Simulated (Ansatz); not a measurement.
Ansatz (a quantum-chemistry and plane-wave program) input:

Ansatz 0.2 input:
```yaml
crystal:
  periodic: [false, false, false]
  atoms:
    - {symbol: Co, position_ang: [-0.00000000, -0.00000000, -0.87560456]}
    - {symbol: F, position_ang: [-0.00000000, -0.00000000, -2.63024407]}
    - {symbol: Br, position_ang: [0.00000000, 0.00000000, 1.35181485]}
basis:
  gaussian:
    orbitals: def2-TZVPD
hamiltonian:
  xc: {name: BHLYP}
total_charge: 1
magnetization: {spin_polarized: true, initial_magnetization: 4}
```

Q: What final total energy does it print?

A: -4056.43088 Eh (BHLYP/def2-TZVPD). The basis has 145 functions.

This state (charge 1, quintet) is run at the relaxed geometry of the species with charge 0 and multiplicity 4.
